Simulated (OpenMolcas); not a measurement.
Ir VII: effect of the IPEA shift

* Program: OpenMolcas
* Basis: ANO-RCC-VTZP [8s7p5d3f1g]
* Scalar Hamiltonian: DKH2, point nucleus
* Active space: 3 electrons in 10 orbitals (5d 6d)
* State averaging: 2S+1 = 4 even, 10 roots; 2S+1 = 2 even, 40 roots
* Spin-orbit coupling: state interaction with AMFI integrals over the reference wave functions, term energies averaged over their components

Methods on the same reference wave functions:
A. CASSCF
B. MS-CASPT2, IPEA 0 Eh, imaginary shift 0.1 Eh (closed shells correlated: 5s 5p)
C. MS-CASPT2, IPEA 0.25 Eh, imaginary shift 0.1 Eh (closed shells correlated: 5s 5p)

Energies in cm-1 above 5d3 4F 3/2.

```tsv
Level	A	B	C
5d3 4F 3/2	0.0	0.0	0.0
5d3 4F 5/2	7984	8480	8460
5d3 4F 7/2	14362	14570	14590
5d3 4P 1/2 [67 %]	21896	19580	19750
5d3 2G 7/2	29031	27640	27840
5d3 2H 9/2 [54 %]	30065	29310	29410
5d3 4P 5/2	31619	29810	29880
5d3 2P 1/2 [67 %]	37912	34680	34920
5d3 2H 11/2	40259	38650	38850
5d3 2D 5/2(1)	44139	41140	41590
5d3 2G 9/2 [58 %]	46645	45240	45440
5d3 2F 5/2	50705	46280	46580
5d3 2F 7/2	51789	47560	47880
5d3 2P 3/2 [56 %]	51931	48650	48840
5d3 2D 3/2(2)	75386	69920	70220
5d3 2D 5/2(2)	76699	71780	71800
```

Between B and C the level of the table that moves most is 5d3 2D 5/2(1), by 460 cm-1 (lowest in B, highest in C). Moves below CASPT2's spread within the term are not significant.

From A to B the spin-free energies of the other terms of 5d3 shown, above 4F, scale by factors of 0.78 to 0.89, as is usual when dynamic correlation screens the repulsion within a d or f shell.

The lowest spin-free term lies below A's lowest term by 0.236 hartree in B, 0.231 hartree in C.

Term energies are means over components that CASPT2 splits; among the terms shown or strongly mixed into the levels shown the widest spread is 770 cm-1 (5d3 4F, B). Active for correlation alone: 6d; no level in the range computed is led by a configuration that fills it, so any true level of that kind is missing. Without dynamic correlation excited terms often stand tens of per cent too high (terms of higher spin than the ground term too low), and those without a measured partner can miss by more than the paired ones (holds for A). Levels of configurations outside the active space are missing. The table leaves out levels that lie high or whose names do not pair safely across all columns.

A share in square brackets marks a mixed level and gives the weight of the term that names it, the lowest over the columns. A number in round brackets counts repeated terms of one configuration in the order of the reference energies.
